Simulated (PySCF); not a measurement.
Harmonic spectrum computed at PBE0 in the def2-TZVP basis family (core potentials from Rb on, PySCF, no spin–orbit coupling):

| symmetry | ω (cm⁻¹) | IR (km/mol) |
| --- | --- | --- |
| a' | 121 | 14.8 |
| a' | 380 | 56.3 |
| a' | 1272 | 112 |

**Question.** Which molecule gave it? In each, all ligands are bound to the one heavy central atom.
A. ClRuN (singlet)
B. ClTaN (doublet)
C. ClMoN (triplet)
D. ClCuN (quartet)

**Answer.** A. It has Cs symmetry with Ru–Cl 2.277 Å, Ru–N 1.543 Å.
